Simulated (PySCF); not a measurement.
iminoborane (BH2N), SMILES N=B. Atoms are numbered in the order given.

```xyz
4

B      0.0000     0.0000     0.6923
N      0.0000     0.0000    -0.5410
H      0.0000     0.0000     1.8591
H      0.0000     0.0000    -1.5332
```

The structure is a stationary point at B3LYP-D3(BJ)/def2-TZVPD.

Level of theory: PySCF with PBE0/def2-TZVPD.

Mulliken values depend strongly on the basis, most of all with diffuse functions as here. Atomic charges (e):

```tsv
atom	Mulliken	IAO
B1	-0.65	0.11
N2	0.32	-0.47
H3	0.08	0.05
H4	0.25	0.31
```
